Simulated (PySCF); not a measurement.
# NdF3(H2O) at several levels of theory

Computed with PySCF 2.14.0 (density fitting, no spin-orbit coupling) at the geometry relaxed with PBE0:

```xyz
7
NdF3(H2O) (singlet in the valence; each metal's 4f electrons, 3 of them, lie in its core potential, out of spins and levels)
Nd    0.0888   -0.0889    0.0889
F     1.1286    1.3619    1.1628
F    -1.3219   -1.1694    1.1694
F     1.1286   -1.1628   -1.3619
O    -1.3495    1.3658   -1.3658
H    -1.6878    2.2439   -1.1506
H    -1.6878    1.1506   -2.2439
```

| level | basis | state | HOMO (eV) | gap (eV) | charge on Nd1 (e) | population of f-type functions on Nd1 (polarisation alone where 4f lies in the core) | dipole about the centre of mass (D) | largest force component (eV/Å) |
| --- | --- | --- | --- | --- | --- | --- | --- | --- |
| PBE0 | Nd lcecp-1-SVP with ECP49, F def2-SVP, O def2-SVP, H def2-SVP | singlet | -9.25 | 8.16 | 1.21 | 0.11 | 6.88 | 0.01 |
| PBE0 | Nd lcecp-1-TZVP with ECP49, F def2-TZVP, O def2-TZVP, H def2-TZVP | singlet | -9.45 | 8.08 | 1.68 | 0.14 | 6.89 | 0.23 |

In the lcecp rows the 4f levels are missing from HOMO and gap, and the state counts the valence alone.

Charges are Mulliken's, which hang on the basis. The relaxation used the grid (50, 194), these runs (75, 302) or, all-electron (x2c bases, spin-free X2C Hamiltonian), (99, 590).

Q: A further run in the first row's basis gives HOMO (eV) -7.24, gap (eV) 5.43, charge on Nd1 (e) 1.00, population of f-type functions on Nd1 (polarisation alone where 4f lies in the core) 0.11, dipole about the centre of mass (D) 6.65, largest force component (eV/Å) 0.46. Which level was it?
A. HF
B. revPBE

A: B. The others give HOMO -14.32 eV (HF).

In the first row's basis the gap widens with exact exchange: 5.4 eV for revPBE (none); 8.2 eV for PBE0 (a fixed share); 15.4 eV for Hartree–Fock (rising or full at long range).

An lcecp potential fixes the number of 4f electrons, so in runs with it no electron can move into or out of that shell.
